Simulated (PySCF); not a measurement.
Species: C6H6FN.
InChI=1S/C6H6FN/c1-3-5(2)6(7)4-8/h3H,1H2,2H3/b6-5+

PySCF, density fitting, gas phase, GFN2-xTB geometry. The standard run uses grid level 2 after a coarse-grid start, the def2-universal JK fitting basis (with tight functions added where the orbital basis needs them), an energy threshold of 1e-9 Eh and DIIS. Cycle counts include a coarse-grid stage where the run had one.

Standard PBE0/IGLO-II: E = -386.442048 Eh, HOMO -7.274 eV, LUMO -2.064 eV, dipole 4.217 D, 16 cycles (coarse-grid cycles included). What changes at PBE0/IGLO-II with: grid level 4?

E = -386.442052 Eh (-0.004 mEh), HOMO -7.274 eV (0.000), LUMO -2.064 eV (0.000), dipole 4.217 D (0.000), 16 SCF cycles. The result matches the standard run within 0.02 mEh and 0.003 eV.

Standard PBE0/pcSseg-1: E = -386.300477 Eh, HOMO -7.315 eV, LUMO -2.094 eV, dipole 4.282 D, 14 cycles (coarse-grid cycles included). What changes at PBE0/pcSseg-1 with: fitting basis def2-qzvpp-jkfit?

E = -386.300513 Eh (-0.036 mEh), HOMO -7.315 eV (0.000), LUMO -2.094 eV (0.000), dipole 4.282 D (0.000), 11 SCF cycles. Of the changed settings only the fitting basis enters the energy expression; the total energy moves by 0.02 kcal/mol.

What changes at PBE0/pcSseg-1 with: grid level 0, at most 95 cycles?

E = -386.246246 Eh (+54.231 mEh), HOMO -7.310 eV (+0.005), LUMO -2.088 eV (+0.006), dipole 4.303 D (+0.021), 11 SCF cycles. Of the changed settings only the grid enters the energy expression; the total energy moves by 34 kcal/mol. The setting was typed as a poor one on purpose.

Shape of the structure used: `[CH2:1]=[CH:2]/[C:3]([CH3:4])=[C:5](/[F:6])[C:7]#[N:8]`: C1–C2–C3–C4 0°.
